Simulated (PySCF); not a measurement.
SMILES [SeH]c1ccc(O)s1 (GFN2-xTB optimised geometry):

```
11

O     -1.416    -2.793     0.014
C     -0.617    -1.710     0.000
C      0.741    -1.710     0.000
C      1.289    -0.406     0.000
C      0.348     0.573     0.006
Se     0.653     2.449    -0.056
S     -1.263    -0.090    -0.011
H     -2.346    -2.539     0.010
H      1.325    -2.610     0.007
H      2.346    -0.203     0.004
H     -0.673     2.793     0.410
```

Method: B3LYP/def2-TZVP (PySCF).

**Question.** What are the frontier orbital energies and the dipole moment?

**Answer.** HOMO-2 -7.39 eV, HOMO-1 -7.25 eV, HOMO -5.50 eV, LUMO -0.99 eV, LUMO+1 -0.48 eV; dipole moment 1.37 D.

Meta-Löwdin charges at B3LYP/def2-TZVP: O1 -0.45, C2 0.10, C3 -0.20, C4 -0.15, C5 -0.26, Se6 0.06, S7 0.22, H8 0.35, H9 0.13, H10 0.13, H11 0.06.
